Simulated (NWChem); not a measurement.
## Basis-set convergence for H$_{4}$FInO

SMILES: O.[InH2][F]
```xyz
7

In     0.3121    -0.3797    -0.0514
H      0.5260    -1.2321     1.4225
H      1.1311    -0.1679    -1.5520
F     -1.6644     0.1101    -0.2948
O     -0.1324     1.8604     0.6200
H     -1.0396     1.5664     0.3307
H      0.1263     2.5663     0.0098
```
Charge 0, spin multiplicity 1.

The numbers come from NWChem runs, not from measurements. The geometry was optimised at B3LYP/def2-SVP with def2 effective core potentials on In, a minimum by its harmonic frequencies.

Quantity: LUMO energy at the level PBE.

Effective core potentials replace the inner electrons of In; spin-orbit coupling is left out. The structure started from a generated list of species.

The cost column gives rough processor time relative to def2-SVP; each entry includes its own SCF.

```json
[
 {"basis": "def2-SVP", "functions": "74", "LUMO energy (eV)": "___", "relative cost": "1"},
 {"basis": "def2-SVPD", "functions": "110", "LUMO energy (eV)": "___", "relative cost": "under 3"},
 {"basis": "def2-TZVP", "functions": "136", "LUMO energy (eV)": "-1.60", "relative cost": "3"},
 {"basis": "def2-TZVPP", "functions": "168", "LUMO energy (eV)": "-1.61", "relative cost": "6"},
 {"basis": "def2-TZVPD", "functions": "172", "LUMO energy (eV)": "___", "relative cost": "10"}
]
```

**Question.** Some entries are withheld; supply them.

**Answer.** 
- def2-SVP, LUMO energy (eV): -1.38
- def2-SVPD, LUMO energy (eV): -1.68
- def2-TZVPD, LUMO energy (eV): -1.70
